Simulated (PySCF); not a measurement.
Coordinates in bohr (charge 1 multiplicity 1):
```
As    0.0000    0.0000    0.0000
F    -1.7790    1.7790    1.7790
F    -1.7790   -1.7790   -1.7790
F     1.7790    1.7790   -1.7790
F     1.7790   -1.7790    1.7790
```

These are results of PySCF, PBE0, basis As def2-TZVP, F def2-TZVP (no relativity, density fitting), not measurements.

This geometry of AsF₄⁺ is a stationary point at this level.

(1) What is the point group?

(2) Is it a minimum?

(3) What are the dipole moment and the gap between the highest occupied and lowest empty levels?

(4) Give the atomic charges and bond orders.

## Answers

(1) Td.

(2) Yes: all harmonic wavenumbers are real.

(3) 0.00 D about the centre of mass and 10.58 eV.

(4) 
| atom | Mulliken | Löwdin | polar tensor | Mayer order to As1 |
| --- | --- | --- | --- | --- |
| As1 | 1.53 | 0.78 | 2.64 | – |
| F2,3,4,5 | -0.13 | 0.06 | -0.41 | 1.24 |

Only a few start shapes were tried, so a lower isomer may exist.
